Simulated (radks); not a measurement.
The numbers below are computed, except where a source is named.
Species: Ce2+. Configuration: [Xe] 4f0.5 6p1.5 (fractional occupations, a model configuration). Code: a radial shooting solver on a logarithmic mesh with Libxc functionals. Model: scalar-relativistic Kohn-Sham, LDA (Slater exchange, Perdew-Wang correlation), spin-polarised, spherical densities, finite nucleus; open shells are filled with parallel spins first (spin-orbit coupling, left out, can overturn this in heavy ions); Fermi nuclear charge, rms radius 4.8771 fm.

Normalised radial functions P(r) = r R(r), r in bohr:

```
   r/bohr * 5s up (the largest magnitude, 0.978, reaches the edge; | marks zero)
  0.00295                             | *
 0.003434                             |  *
 0.003998                             |  *
 0.004654                             |  *
 0.005418                             |  *
 0.006307                             |   *
 0.007342                             |   *
 0.008548                             |   *
 0.009951                             |   *
  0.01158                             |   *
  0.01349                             |   *
   0.0157                             |   *
  0.01828                             |  *
  0.02128                             |  *
  0.02477                             | *
  0.02884                             *
  0.03384                            *|
   0.0394                          *  |
  0.04586                         *   |
  0.05339                       *     |
  0.06216                      *      |
  0.07236                      *      |
  0.08424                       *     |
  0.09807                         *   |
   0.1142                            *|
   0.1329                             |  *
   0.1547                             |     *
   0.1801                             |        *
   0.2097                             |         *
   0.2441                             |       *
   0.2842                             |   *
   0.3309                           * |
   0.3883                    *        |
    0.452               *             |
   0.5262              *              |
   0.6126                  *          |
   0.7131                          *  |
   0.8302                             |      *
   0.9665                             |                *
    1.125                             |                       *
     1.31                             |                          *
    1.525                             |                         *
    1.775                             |                     *
    2.067                             |               *
    2.406                             |         *
    2.801                             |     *
    3.261                             |  *
    3.796                             |*
    4.455                             *
    5.186                             *
    6.037                             *
    7.028                             *
    8.182                             *
    9.525                             *
    11.09                             *
    12.91                             *
```

5s up: eigenvalue -60.700 eV, 4 radial nodes at r = 0.0303, 0.120, 0.316, 0.751 bohr, <r> = 1.48 bohr, 90 % of the charge inside 2.12 bohr.
